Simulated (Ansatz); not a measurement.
The same path of GeH₂S (4 atoms, charge 0, multiplicity 1) was run twice with different band settings. Lost on the way: S1–H3. Made: Ge2–H3.

Method: RKS B3LYP-D4/def2-SVP (Ansatz 0.2.0).

Relaxed end points:

```xyz
4
Properties=species:S:1:pos:R:3
S -0.445 -1.218 0.273
Ge -0.849 0.751 -0.750
H 0.784 -0.974 0.786
H 0.566 1.381 -0.330
```

```xyz
4
Properties=species:S:1:pos:R:3
S -1.564 -1.147 -0.315
Ge 0.072 0.027 0.006
H 1.315 -0.409 0.817
H 0.232 1.469 -0.529
```

Common settings: climbing image yes; spring 5.0 eV/Å²; optimiser quadratic models (default); start path through a guess of the saddle point; force threshold 0.05 eV/Å; iteration limit 60; end points relaxed.

| run | movable images |
| --- | --- |
| 1 | 7 |
| 2 | 3 |

(1) What does each run give, and how far can it be trusted?

## Answers

(1) Run 1: converged after 13 iterations, highest image 2.279 eV above the first end. The profile has 2 maxima (images 2, 6) with wells between them (image 4): this band takes more than one step, which may be the mechanism or a detour left from its start path. Neighbouring images differ by up to 1.2 eV, so the band resolves the path poorly. A vibrational analysis at the climbing image gives one clearly imaginary mode, 1250i cm⁻¹: a first-order saddle point.
Run 2: converged after 10 iterations, highest image 2.279 eV above the first end. The profile has 2 maxima (images 1, 3) with wells between them (image 2): this band takes more than one step, which may be the mechanism or a detour left from its start path. Neighbouring images differ by up to 2.1 eV, so the band resolves the path poorly. Another band between the same ends (7 images) ends at a top of the same energy, where a vibrational analysis finds 1 clearly imaginary mode. So few images can step over the top or miss a turn of the path.
The orbitals stay closed-shell, which can raise the energy where a bond breaks towards radicals; this wasn't checked here.
